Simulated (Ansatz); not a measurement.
Steps of a relaxation of `[SiH3][C]1=[CH][GeH2]1` with RKS PBE0-D4/def2-TZVP.

```sh
$ ansatz run in.yaml --threads 4 --pin off --events-out ev --progress --plain --max-ram 10444MiB
```

```yaml
crystal:
  periodic: [false, false, false]
  atoms:
    - {symbol: Si, position_ang: [-1.013001, 1.035882, -1.060460]}
    - {symbol: C, position_ang: [-0.040523, -0.170581, -0.027185]}
    - {symbol: C, position_ang: [0.096219, -1.480935, 0.234056]}
    - {symbol: Ge, position_ang: [1.353820, -0.505321, 1.308872]}
    - {symbol: H, position_ang: [-2.024686, 0.336481, -1.932332]}
    - {symbol: H, position_ang: [-1.726576, 2.000853, -0.153144]}
    - {symbol: H, position_ang: [-0.065719, 1.815392, -1.931500]}
    - {symbol: H, position_ang: [-0.371924, -2.419520, -0.107805]}
    - {symbol: H, position_ang: [1.043381, -0.234431, 2.794577]}
    - {symbol: H, position_ang: [2.832112, -0.429120, 0.877723]}
basis:
  gaussian: {orbitals: def2-TZVP}
hamiltonian: {xc: pbe0, dispersion: d4}
relax: {f_tol: 0.005, max_steps: 150}
```

Positions (Å) and forces (eV/Å) along the path, 5 of 5 steps:

```xyz
10
step=1 energy=-66553.1124 eV
Si   -1.013    1.036   -1.060    0.008   -0.016    0.008
C    -0.041   -0.171   -0.027    0.137   -0.768    0.205
C     0.096   -1.481    0.234   -0.112    0.617   -0.168
Ge    1.354   -0.505    1.309   -0.305   -0.060   -0.279
H    -2.025    0.336   -1.932    0.223    0.143    0.193
H    -1.727    2.001   -0.153    0.162   -0.224   -0.183
H    -0.066    1.815   -1.931   -0.194   -0.185    0.197
H    -0.372   -2.420   -0.108    0.240    0.548    0.169
H     1.043   -0.234    2.795    0.068   -0.044   -0.230
H     2.832   -0.429    0.878   -0.227   -0.012    0.088
10
step=2 energy=-66553.1490 eV
Si   -1.009    1.028   -1.056    0.053   -0.051    0.054
C    -0.040   -0.168   -0.028    0.032   -0.178    0.047
C     0.093   -1.466    0.229    0.001    0.171   -0.016
Ge    1.344   -0.500    1.299   -0.156   -0.038   -0.142
H    -2.010    0.332   -1.918    0.051    0.034    0.044
H    -1.714    1.979   -0.151    0.033   -0.047   -0.051
H    -0.065    1.795   -1.916   -0.053   -0.037    0.041
H    -0.373   -2.389   -0.112    0.066    0.154    0.046
H     1.044   -0.235    2.775    0.000   -0.006   -0.027
H     2.813   -0.428    0.880   -0.027   -0.003    0.003
10
step=3 energy=-66553.1523 eV
Si   -1.004    1.024   -1.051    0.011   -0.018    0.013
C    -0.039   -0.168   -0.027   -0.016    0.038   -0.019
C     0.093   -1.461    0.229    0.010   -0.017    0.011
Ge    1.339   -0.499    1.295   -0.003    0.000   -0.002
H    -2.002    0.329   -1.910   -0.004   -0.004   -0.003
H    -1.709    1.973   -0.152   -0.002    0.003    0.004
H    -0.067    1.791   -1.911    0.004    0.003   -0.002
H    -0.372   -2.378   -0.112   -0.008   -0.005   -0.007
H     1.037   -0.234    2.768    0.005    0.000    0.001
H     2.806   -0.428    0.874    0.001    0.001    0.005
10
step=4 energy=-66553.1523 eV
Si   -1.004    1.024   -1.051    0.002   -0.003    0.002
C    -0.039   -0.167   -0.027   -0.001    0.008   -0.003
C     0.093   -1.460    0.229    0.007   -0.007    0.008
Ge    1.339   -0.499    1.294   -0.003   -0.001   -0.003
H    -2.002    0.328   -1.910    0.000    0.000    0.000
H    -1.709    1.973   -0.152   -0.001    0.001    0.000
H    -0.066    1.790   -1.911    0.000    0.001   -0.001
H    -0.373   -2.378   -0.113   -0.004    0.002   -0.004
H     1.038   -0.234    2.768    0.000    0.000    0.001
H     2.806   -0.428    0.875    0.001    0.000    0.000
10
step=5 energy=-66553.1524 eV
Si   -1.004    1.023   -1.051   -0.001    0.001   -0.001
C    -0.039   -0.167   -0.027    0.002   -0.001    0.001
C     0.093   -1.460    0.229    0.003   -0.002    0.003
Ge    1.339   -0.499    1.294   -0.001    0.000   -0.001
H    -2.001    0.327   -1.910    0.000    0.000    0.000
H    -1.709    1.973   -0.152    0.000    0.000    0.000
H    -0.067    1.790   -1.912   -0.001    0.000    0.000
H    -0.374   -2.377   -0.114   -0.002    0.002   -0.002
H     1.039   -0.234    2.769    0.000    0.000    0.000
H     2.807   -0.428    0.876    0.000    0.000    0.000
```

Hardware: 4 threads of an Arm Neoverse V1 on a shared host. Wall time 18 s, peak host memory 0.49 GiB.
